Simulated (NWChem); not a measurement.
System: C2H4FNSi; SMILES C1=N[C@H]([SiH2]1)F

Output (shortened):

```
             Northwest Computational Chemistry Package (NWChem) 7.3.0
             --------------------------------------------------------

                             Geometry "geometry" -> ""
                             -------------------------

 Output coordinates in angstroms (scale by  1.889725989 to convert to a.u.)

  No.       Tag          Charge          X              Y              Z
 ---- ---------------- ---------- -------------- -------------- --------------
    1 F                    9.0000     0.47685100    -1.85470500    -0.26057600
    2 C                    6.0000     0.03741700    -0.76905600     0.46653600
    3 N                    7.0000    -1.30536700    -0.32251400     0.01426800
    4 C                    6.0000    -1.13314800     0.93691300    -0.22597100
    5 Si                  14.0000     0.73919300     0.97913900     0.01803400
    6 H                    1.0000    -0.01527300    -1.06868700     1.51939900
    7 H                    1.0000    -1.97554400     1.56965500    -0.50977900
    8 H                    1.0000     1.37296800     1.87273100     1.03186900
    9 H                    1.0000     1.53617600     1.02780100    -1.23527800

 Effective nuclear repulsion energy (a.u.)     216.1081398978

  xc_inp: hfexch multiplicative factor not found.
                              NWChem Property Module
                              ----------------------

  itol2e modified to match energy
  convergence criterion.

                                 NWChem DFT Module
                                 -----------------

 Summary of "ao basis" -> "ao basis" (spherical)
 ------------------------------------------------------------------------------
       Tag                 Description            Shells   Functions and Types
 ---------------- ------------------------------  ------  ---------------------
 F                           sto-3g                  3        5   2s1p
 C                           sto-3g                  3        5   2s1p
 N                           sto-3g                  3        5   2s1p
 Si                          sto-3g                  5        9   3s2p
 H                           sto-3g                  1        1   1s

  itol2e modified to match energy
  convergence criterion.

[...]

          -----------------------------------------
          Chemical Shielding Tensors (GIAO, in ppm)
          -----------------------------------------

                                NWChem CPHF Module
                                ------------------

  scftype          =     RHF
  nclosed          =       23
  nopen            =        0
  variables        =      230
  # of vectors     =        3
  tolerance        = 0.10D-03
  level shift      = 0.00D+00
  max iterations   =       50
  max subspace     =       30

 SCF residual:    2.0920264828132290E-005

Iterative solution of linear equations
  No. of variables      230
  No. of equations        3
  Maximum subspace       30
        Iterations       50
       Convergence  1.0D-04

   iter   nsub   residual    time
   ----  ------  --------  ---------
     1      3    1.94D+00       2.4
     2      6    7.46D-01       2.6
     3      9    8.10D-02       2.8
     4     12    1.81D-02       3.0
     5     15    2.85D-03       3.2
     6     18    5.23D-04       3.4
     7     21    7.50D-05       3.6

      Atom:    1  F
        Diamagnetic
    445.5412    -12.6427     -7.7164
    -12.6427    471.3543     18.5404
     -7.7164     18.5404    451.0969

        Paramagnetic
     50.0190     19.9860     44.4858
     19.9860    -25.4317    -22.1444
     44.4858    -22.1444    -16.6408

        Total Shielding Tensor
    495.5602      7.3433     36.7695
      7.3433    445.9226     -3.6040
     36.7695     -3.6040    434.4561

           isotropic =     458.6463
          anisotropy =      81.8393

          Principal Components and Axis System
                 1           2           3
              513.2058    446.8971    415.8360

      1         0.9048      0.0205     -0.4254
      2         0.0763      0.9749      0.2093
      3         0.4190     -0.2218      0.8805

      Atom:    2  C
        Diamagnetic
    251.4395     -2.3776      0.8425
     -2.3776    256.0594     -1.6867
      0.8425     -1.6867    247.2356

        Paramagnetic
    -76.1045     -4.5578     -6.8123
     -4.5578    -86.7401     17.9731
     -6.8123     17.9731   -105.1991

        Total Shielding Tensor
    175.3350     -6.9354     -5.9698
     -6.9354    169.3193     16.2864
     -5.9698     16.2864    142.0364

           isotropic =     162.2302
          anisotropy =      34.1988

          Principal Components and Axis System
                 1           2           3
              185.0294    167.3843    134.2770

      1        -0.6768      0.7335      0.0630
      2         0.6524      0.6372     -0.4104
      3         0.3411      0.2366      0.9097

      Atom:    3  N
        Diamagnetic
    318.8367     -5.8565      5.1622
     -5.8565    324.5897     -6.2839
      5.1622     -6.2839    302.9953

        Paramagnetic
   -543.8476    257.1851   -176.6528
    257.1851   -586.0116    184.1494
   -176.6528    184.1494   -144.6095

        Total Shielding Tensor
   -225.0109    251.3286   -171.4906
    251.3286   -261.4219    177.8655
   -171.4906    177.8655    158.3858

           isotropic =    -109.3490
          anisotropy =    -703.0831

          Principal Components and Axis System
                 1           2           3
             -578.0710    241.3256      8.6984

      1        -0.6475     -0.2298      0.7266
      2         0.6926      0.2205      0.6868
      3        -0.3180      0.9479      0.0163

      Atom:    4  C
        Diamagnetic
    263.1672     -0.9156      4.0408
     -0.9156    261.9294     -4.7918
      4.0408     -4.7918    243.0186

[...]
```

Level: Hartree-Fock/STO-3G, GIAO. STO-3G and 3-21G are far too small for this property and stand as cheap habits. Geometry: optimised at B3LYP/6-31G* (spherical d). The printed shielding anisotropy is the first printed principal value minus the mean of the other two.

Task: Reconstruct the input file.

Result: This is not unique; one that fits is the input that was run:
```
start job
memory heap 200 mb stack 900 mb global 1100 mb
geometry units angstroms noautosym nocenter noautoz
  F      0.476851    -1.854705    -0.260576
  C      0.037417    -0.769056     0.466536
  N     -1.305367    -0.322514     0.014268
  C     -1.133148     0.936913    -0.225971
  Si     0.739193     0.979139     0.018034
  H     -0.015273    -1.068687     1.519399
  H     -1.975544     1.569655    -0.509779
  H      1.372968     1.872731     1.031869
  H      1.536176     1.027801    -1.235278
end
basis spherical
  F library sto-3g
  C library sto-3g
  N library sto-3g
  Si library sto-3g
  H library sto-3g
end
dft
  xc hfexch
  iterations 150
end
property
  shielding
end
task dft property
```
